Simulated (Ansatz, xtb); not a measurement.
Species: CHO$_{2}$ (charge -1, singlet). 
Coordinates optimised at B3LYP-D3(BJ)/def2-TZVP (Ansatz, a first-principles code):
```
C
O 1 1.2488
O 1 1.2488 2 130.63
H 1 1.1416 2 114.69 3 180.00
```
Charge -1, spin multiplicity 1.

Harmonic wavenumbers from GFN2-xTB (xtb, at its own minimum), cm⁻¹: 704, 948, 1274, 1466, 1831, 1973.

Give the harmonic wavenumbers at B3LYP-D3(BJ)/def2-TZVP (Ansatz, finite differences of forces, unscaled).

755, 1055, 1347, 1385, 1690, 2529 cm⁻¹. Zero-point energy 12.5 kcal/mol.

From these and the geometry, give the ideal-gas thermochemistry at 298.15 K and 1 atm (rigid rotor, harmonic oscillator).

Point group C2v, rotational symmetry number 2. Rotational constants 108.6, 12.27, 11.02 GHz. S(trans) 37.34, S(rot) 19.24, S(vib) 0.37, S(elec, spin only) 0.00, S 57.0 cal/(mol K). H(298) - H(0) 2.46 kcal/mol; G - E(el) -2.0 kcal/mol.
